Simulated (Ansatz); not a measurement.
Reaction (isomerisation): `C=N[SiH](C)O` → `CN([SiH3])C=O`

Isolated molecules relaxed with PBE0-D4/def2-TZVP in Ansatz; ΔE leaves out vibrations. CCSD(T)/CBS adds triple-zeta CCSD(T) − MP2 to the extrapolated MP2 energy (def2 sets, frozen cores). DFT in def2-TZVPP. Each species was taken in one conformer, which may not be the lowest.

| species | revPBE-D4 energy (Eh) |
| --- | --- |
| `C=N[SiH](C)O` | -499.94566 |
| `CN([SiH3])C=O` | -499.90960 |

Problem. Work out ΔE.

Solution. ΔE = (-499.90960) − (-499.94566) = 0.03606 Eh = +94.7 kJ/mol. CCSD(T)/CBS gives +127.2 kJ/mol.

Largest T1 diagnostic among the species: 0.015.

From PBE to PBE0 (25 % exact exchange), in def2-TZVPP and without D4, ΔE moves by +8.0 kJ/mol. Leaving LDA and LC-ωPBE aside and taking each functional with its dispersion term where it has one, the values, not all of them listed here, spread over 26.1 kJ/mol, from revPBE-D4 to ωB97M-V. LDA lies −12.9 kJ/mol from PBE without D4.
